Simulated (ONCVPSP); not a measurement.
## Configuration tests for indium (ONCV)

| Item | Value |
| --- | --- |
| Element | In (Z = 49) |
| Generator | ONCVPSP 4.0.1 |
| Type | optimised norm-conserving Vanderbilt (ONCV) |
| Functional | BLYP |
| Relativity | scalar-relativistic |
| Frozen core | [Ar] 3d10 |
| Valence charge | 21 |
| Reference configuration | 4s2 4p6 4d10 5s2 (charge +1) |
| Partial waves | 4s+5s: rc 1.40 bohr, ncon 3, nbas 7, qcut 11 1/bohr, 2 projectors; 4p: rc 0.95 bohr, ncon 4, nbas 7, qcut 7.7 1/bohr, 2 projectors, debl 1.6 Ha; 4d: rc 1.55 bohr, ncon 5, nbas 10, qcut 9.1 1/bohr, 2 projectors, debl 1.2 Ha |
| Local potential | polynomial inside 0.65 bohr (lpopt 1, dvloc0 4 Ha) |
| Core correction | Teter function fitted to the true core (icmod 2), fcfact 0.35 |

In the p channel the program set the typed energies aside and used -3.138, 0.250 Ha.

Energies are relative to the spin-unpolarised reference configuration 4s2 4p6 4d10 5s2; without spin polarisation the order of configurations can differ from experiment.

| valence configuration | charge | ΔE all-electron (eV) | error AE − PS (meV) |
| --- | --- | --- | --- |
| 4s2 4p6 4d10 5s1 | +2 | 19.322 | -3.8 |
| 4s2 4p6 4d10 5s0 | +3 | 47.858 | -11 |

What are ΔE and the potential's error for 4s2 4p6 4d10 5s2 5p1?

ΔE = -5.357 eV all-electron; the error (AE − PS) is +1.2 meV.

What are ΔE and the potential's error for 4s2 4p6 4d10 5s0 5p3?

ΔE = 6.681 eV all-electron; the error (AE − PS) is -0.7 meV.

Note: no bound ghost flagged; GHOST(+) flagged for s at 87.3 eV, d at 120.6 eV.
